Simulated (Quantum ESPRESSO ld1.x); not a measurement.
Question: Ni3+, configuration [Ar] 3d6.75 4d0.25 (fractional occupations, a model configuration). Calculated with ld1.x of Quantum ESPRESSO 7.5: non-relativistic Kohn-Sham, LDA (Slater exchange, VWN5 correlation), spin-polarised, spherical densities, point nucleus; open shells are filled with parallel spins first. Some entries of the table are withheld. Estimate them.

orbital  occ.  eigenvalue (eV)  <r^2> (bohr^2)  <1/r> (bohr^-1)
1s up       1         -8148.92        0.004042            27.47
1s down     1         -8148.89        0.004042            27.47
2s up       1         -1005.64         0.07306            5.934
2s down     1         -1003.42         0.07288            5.941
2p up       3         -884.420         0.05776            5.901
2p down     3         -882.738         0.05757            5.908
3s up       1         -151.744          0.6374            1.904
3s down     1         -147.834          0.6426            1.896
3p up       3         -114.566          0.6959            1.787
3p down     3         -110.729          0.7048            1.776
3d up       5              (1)          0.9550            1.488
3d down  1.75              (2)           1.006            1.464
4s up       0         -35.1439           5.004           0.6291
4s down     0         -33.7722           5.162           0.6181
4p up       0              (3)           6.583           0.5452
4p down     0              (4)           6.852           0.5336
4d up    0.25         -16.3592           12.70           0.3944
4d down     0         -15.5512           13.61           0.3828

Answer: 
(1) 3d up eigenvalue (eV): -52.1366
(2) 3d down eigenvalue (eV): -48.4652
(3) 4p up eigenvalue (eV): -27.1773
(4) 4p down eigenvalue (eV): -26.0053
